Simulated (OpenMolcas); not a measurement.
**Tb3+: the spin-orbit constant, worked from levels**

```
Program             : OpenMolcas
Basis               : ANO-RCC-VQZP [9s8p6d4f3g2h]
Scalar Hamiltonian  : DKH2, point nucleus
Active space        : 8 electrons in 7 orbitals (4f)
State averaging     : 2S+1 = 7 even, 7 roots; 2S+1 = 5 even, 140 roots (105 in the spin-orbit step); 2S+1 = 3 even, 259 roots kept (CI in the orbitals of an earlier block, 141 in the spin-orbit step); 2S+1 = 1 even, 121 roots kept (CI in the orbitals of an earlier block, 47 in the spin-orbit step)
Spin-orbit coupling : state interaction with AMFI integrals over the reference wave functions, term energies averaged over their components
```

Methods: CASSCF; MS-CASPT2, IPEA 0.25 Eh, imaginary shift 0.1 Eh (closed shells correlated: 5s 5p). Measured levels: Martin, Zalubas and Hagan, Atomic Energy Levels: The Rare-Earth Elements, NSRDS-NBS 60 (1978).

**The spin-orbit constant.** For the Hund term ⁷F of f8, E(J) = (A/2) J(J+1) + constant and ζ = -2S·A = -6A. From J = 0 to J = 6 the energy changes by 21 A.

| Source | E(6) - E(0) | A | ζ |
| --- | --- | --- | --- |
| CASSCF | -5934.1 | -282.6 | 1695 |
| MS-CASPT2 | -5873.7 | -279.7 | 1678 |
| measured | -5653.8 | -269.2 | 1615 |

All in cm-1. MS-CASPT2 is off by +3.9 % and CASSCF by +5.0 %. Both methods take the spin-orbit matrix elements from the reference wave functions, so the second can move ζ only through the term energies and any multistate remixing. Second-order mixing with other terms is absorbed into this ζ.

Term energies are means over components that CASPT2 splits; among the terms shown or strongly mixed into the levels shown the widest spread is 57 cm-1 (4f⁸ ⁷F, MS-CASPT2). High states are left out of the spin-orbit mixing, which shifts the levels that they would mix with. Without dynamic correlation excited terms often stand tens of per cent too high (terms of higher spin than the ground term too low), and those without a measured partner can miss by more than the paired ones (holds for CASSCF). Blocks of more than 70 roots (2S+1 = 5 even, 3 even) ran without multistate coupling (holds for MS-CASPT2). Measured partners are found by configuration, term and J. A level has none where our copy of the source lacks it or the pairing is in doubt (some pairs that miss far off the trend of their configuration count as doubtful), and it then counts in no deviation. Levels of configurations outside the active space are missing.
